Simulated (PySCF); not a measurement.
Building multiplets from coupling constants

Atoms are numbered as in `[CH3:1][CH2:2][O:3][CH2:4][C:5]([NH2:6])=[O:7]` (H(Xn): hydrogen on atom n). Ha(N6) is cis to the C=O or C=S heteroatom; Hb(N6) is trans to the C=O or C=S heteroatom.

PySCF 2.14 calculation with NMR shieldings at KT3/pcSseg-1/GIAO, coordinates at the PBE0-D3(BJ)/def2-SVP level and spin–spin couplings from B3LYP/pcJ-1 (spin–dipole term only in couplings to heteroatoms); one averaged value for each set of equivalent atoms, relativity neglected, no solvent, a single conformation.

Shifts are taken against calculated references (same method and geometry level): ¹³C (182.31 ppm) and ¹H (31.32 ppm) against TMS.

Spectrometer: 600 MHz for ¹H. First-order analysis; couplings under 1 Hz (under 4 Hz in carbon signals) are ignored, and nearly equal couplings are merged; the smaller ones broaden or split the lines further.

**Question.** What pattern does C4 show in the proton-coupled ¹³C spectrum?

**Answer.** A triplet of doublets at δ 70.6: 148.0 Hz to H(C4) (2 × ¹H, 1 bond away), 5.5 Hz to Ha(N6) (1 × ¹H, 3 bonds away). Lines in Hz from the centre (relative intensity): +150.8 (1), +145.2 (1), +2.8 (2), -2.8 (2), -145.2 (1), -150.8 (1). The outer lines are 301.5 Hz apart, the sum of the couplings kept, or 1.998 ppm at this field.

**Question.** What pattern does H(C1) show (¹H)?

**Answer.** A triplet at δ 1.25: 7.8 Hz to H(C2) (2 × ¹H, 3 bonds away). Lines in Hz from the centre (relative intensity): +7.8 (1), +0.0 (2), -7.8 (1). The outer lines are 15.6 Hz apart, the sum of the couplings kept, or 0.026 ppm at this field.

**Question.** What pattern does H(C2) show (¹H)?

**Answer.** A quartet at δ 3.39: 7.8 Hz to H(C1) (3 × ¹H, 3 bonds away). Lines in Hz from the centre (relative intensity): +11.7 (1), +3.9 (3), -3.9 (3), -11.7 (1). The outer lines are 23.4 Hz apart, the sum of the couplings kept, or 0.039 ppm at this field.

The OH or NH signal is concentration- and solvent-dependent in practice; the value given is the gas-phase one. The two substituents on the amide-type nitrogen aren't averaged: C–N rotation is slow on the NMR time scale. Unscaled 3J(H,H) at this level run about 10 % above measured values.
